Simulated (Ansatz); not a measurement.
Job for Ansatz (a first-principles code): R-B3LYP/def2-TZVPPD on N2 (SMILES N#N) with ghost functions, monomers drawn apart or pushed together. Files ending in .json are basis or fitting sets from the Basis Set Exchange.

Ansatz 0.2 input:
```yaml
crystal:
  periodic: [false, false, false]
  atoms:
    - {symbol: N, position_ang: [0.26321278, -0.02361876, 4.41993529]}
    - {symbol: N, position_ang: [-0.71937979, 0.09877121, 4.87751563]}
basis:
  gaussian:
    orbitals: def2-TZVPPD.json
    ghost_atoms:
      - {symbol: C, position_ang: [0.68787463, -0.17168019, -0.67007106]}
      - {symbol: O, position_ang: [-0.27296293, 0.09222424, -0.14784971]}
hamiltonian:
  xc: {name: B3LYP}
scf: {lower_state_search: off}
```

Program output:

```
WARN ansatz: RAYON_NUM_THREADS=1 ignored (pool sized by the plan → 1); use --threads N
Functional definition: B3LYP
these checks for a lower state are left out or cut short: stability, starts, cluster_reference, orbital_swaps, neighbouring_geometries, increment
integrals: 0.04 GiB planned
696 factors; their error is unknown
mean field: 0.37 GiB planned
mean field evaluation 1: about -2980.4023 eV, gradient 2.6e1 eV
mean field evaluation 2: about -2980.9102 eV, gradient 2.0e1 eV
mean field evaluation 4: about -2981.6450 eV, gradient 7.2e-2 eV
mean field evaluation 8: about -2981.6553 eV, gradient 1.6e-3 eV
mean field -2981.65534192 eV, -109.5738127769 hartree, gradient 9.0e-6 eV, S^2 0.000000; 0 other end points of the search recorded, 0 dependent functions left out
reference -2981.65548798 eV, -109.5738181447 hartree; 7, 7 occupied and 144, 144 virtual orbitals, 696 factors
Total energy: -2981.65548798 eV, -109.5738181447 hartree
Checks for a lower state left out: stability, starts, cluster_reference, orbital_swaps, neighbouring_geometries, increment
```

Self-consistency was reached.

Cost: around 0.9 core-seconds (rough).
